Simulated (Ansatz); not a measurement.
Relaxation of ClH3OSn (6 atoms, charge 0, multiplicity 1), to a largest force component of 0.03 eV/Å in at most 50 steps.

Theory: RKS PBE0-D4/def2-SVP (Ansatz).

```xyz
6
Properties=species:S:1:pos:R:3:forces:R:3
Sn -0.089 -0.005 -0.719 0.09 -0.03 0.02
Cl 1.990 0.136 2.227 0.22 -0.24 -1.13
H 2.315 -0.159 0.969 -0.26 0.25 1.08
H -1.228 1.354 -0.676 -0.03 -0.01 0.03
O -1.513 -1.336 -0.264 -0.05 0.04 0.00
H -1.164 -2.234 -0.222 0.02 -0.01 0.00
```

Where does it end, and by what steps?

It converged. The force dipped under the threshold on the way, but the program's further checks kept it going. After 15 steps the energy has fallen by 0.136 eV; Cl2 moved furthest, 0.84 Å.

```json
{"step": "0", "energy less start (eV)": "0.0000", "largest force component (eV/Å)": "1.132", "accepted": "yes"}
{"step": "1", "energy less start (eV)": "-0.0187", "largest force component (eV/Å)": "0.923", "accepted": "yes"}
{"step": "2", "energy less start (eV)": "-0.0177", "largest force component (eV/Å)": "0.747", "accepted": "no"}
{"step": "3", "energy less start (eV)": "-0.0530", "largest force component (eV/Å)": "0.107", "accepted": "yes"}
{"step": "4", "energy less start (eV)": "-0.0718", "largest force component (eV/Å)": "0.131", "accepted": "yes"}
{"step": "5", "energy less start (eV)": "-0.0999", "largest force component (eV/Å)": "0.194", "accepted": "yes"}
{"step": "6", "energy less start (eV)": "-0.1208", "largest force component (eV/Å)": "0.081", "accepted": "yes"}
{"step": "7", "energy less start (eV)": "-0.1273", "largest force component (eV/Å)": "0.220", "accepted": "yes"}
{"step": "8", "energy less start (eV)": "-0.1279", "largest force component (eV/Å)": "0.216", "accepted": "yes"}
{"step": "9", "energy less start (eV)": "-0.0959", "largest force component (eV/Å)": "1.199", "accepted": "no"}
{"step": "10", "energy less start (eV)": "-0.1326", "largest force component (eV/Å)": "0.047", "accepted": "yes"}
{"step": "11", "energy less start (eV)": "-0.1351", "largest force component (eV/Å)": "0.021", "accepted": "yes"}
{"step": "12", "energy less start (eV)": "-0.1322", "largest force component (eV/Å)": "0.328", "accepted": "no"}
{"step": "13", "energy less start (eV)": "-0.1353", "largest force component (eV/Å)": "0.098", "accepted": "yes"}
{"step": "14", "energy less start (eV)": "-0.1354", "largest force component (eV/Å)": "0.032", "accepted": "yes"}
{"step": "15", "energy less start (eV)": "-0.1356", "largest force component (eV/Å)": "0.003", "accepted": "yes"}
```

```xyz
6
Properties=species:S:1:pos:R:3
Sn -0.136 -0.077 -0.947
Cl 1.505 0.434 1.612
H 2.540 -0.278 1.325
H -0.993 1.324 -0.262
O -1.417 -1.371 -0.087
H -1.189 -2.277 -0.327
```

Whether the end is a true minimum wasn't checked by a vibrational analysis.

Time of the run: 29 s on 2 threads of Arm Neoverse V1, with other jobs on the host, peak memory 0.15 GiB.
